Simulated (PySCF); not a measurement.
Compound: CH7FGe2.
Numbering: `[F:1][CH:2]([GeH3:3])[GeH3:4]` (hydrogens: H5 on C2; H6, H7, H8 on Ge3; H9, H10, H11 on Ge4)

Computed by this run: PBE0-D3(BJ)/def2-SVP geometry optimisation, gas phase (PySCF); density fitting, grid level 1; the optimiser is geomeTRIC in internal coordinates, started from a GFN2-xTB structure with every atom displaced at random (about 0.01 Å).

The end geometry, which sets the zero of energy:
```
atom  x, y, z in Å
F1     -0.1054   -1.9029    0.3973
C2     -0.1044   -0.7137   -0.3270
Ge3     1.6783    0.1149   -0.1515
Ge4    -1.6004    0.4002    0.3201
H5     -0.2793   -0.9569   -1.3903
H6      1.7238    1.4000   -1.0000
H7      1.9284    0.4591    1.3261
H8      2.7484   -0.8754   -0.6410
H9     -1.3550    0.7643    1.7938
H10    -1.6813    1.6842   -0.5274
H11    -2.9111   -0.3945    0.1933
```

Task: These geometries come from the run, each turned onto the end geometry. Order them by energy, lowest first.
A.
```
atom  x, y, z in Å
F1     -0.0957   -1.9000    0.3346
C2     -0.1159   -0.6693   -0.3758
Ge3     1.6745    0.1154   -0.1525
Ge4    -1.5887    0.4086    0.3212
H5     -0.2837   -0.9405   -1.4311
H6      1.8357    1.3413   -0.9974
H7      1.9234    0.4878    1.2846
H8      2.7354   -0.8909   -0.5455
H9     -1.3684    0.7864    1.7654
H10    -1.7907    1.6481   -0.4765
H11    -2.8841   -0.4077    0.2665
```
B.
```
atom  x, y, z in Å
F1     -0.1202   -1.9310    0.2593
C2     -0.1135   -0.6971   -0.3840
Ge3     1.6723    0.1110   -0.1312
Ge4    -1.5929    0.3921    0.3372
H5     -0.2808   -0.8601   -1.4624
H6      1.8028    1.3506   -1.0328
H7      1.8377    0.5253    1.3390
H8      2.7433   -0.9268   -0.5012
H9     -1.2560    0.8190    1.7748
H10    -1.7691    1.6421   -0.5399
H11    -2.8817   -0.4458    0.3345
```
C.
```
atom  x, y, z in Å
F1     -0.1436   -1.9456    0.2108
C2     -0.1058   -0.6834   -0.3662
Ge3     1.6885    0.0992   -0.1211
Ge4    -1.6017    0.3897    0.3512
H5     -0.2730   -0.7912   -1.4539
H6      1.8080    1.3181   -1.0555
H7      1.8851    0.5491    1.3364
H8      2.7497   -0.9508   -0.4868
H9     -1.2952    0.8453    1.7877
H10    -1.7984    1.6247   -0.5493
H11    -2.8716   -0.4759    0.3400
```
D.
```
atom  x, y, z in Å
F1     -0.1528   -1.9485    0.1962
C2     -0.1012   -0.6791   -0.3579
Ge3     1.6976    0.0947   -0.1191
Ge4    -1.6082    0.3885    0.3570
H5     -0.2701   -0.7785   -1.4496
H6      1.8111    1.3166   -1.0684
H7      1.9064    0.5544    1.3428
H8      2.7595   -0.9623   -0.4893
H9     -1.3142    0.8515    1.8013
H10    -1.8101    1.6284   -0.5583
H11    -2.8761   -0.4866    0.3387
```

Result: B (0.006 eV), C (0.012 eV), D (0.021 eV), A (0.109 eV).

In the order of the answer:

```
step  E above end (eV)  largest force (eV/Å)  rms force component (eV/Å)  rms distance from end (Å)  rms bond change (Å)  bond most changed (Å)
   4             0.006                  0.10                       0.027                      0.109                0.002         Ge4–H10 -0.003
   2             0.012                  0.14                       0.030                      0.131                0.002           F1–C2 -0.004
   1             0.021                  0.33                       0.101                      0.137                0.008         Ge4–H10 +0.014
   0             0.109                  1.05                       0.398                      0.075                0.029         Ge4–H10 -0.053
```

The cost below is that of the whole optimisation. Hardware: one thread, Arm Neoverse N1 (aarch64), on a shared host. Cost: 2.2 min of wall time, 0.53 GiB resident at most.
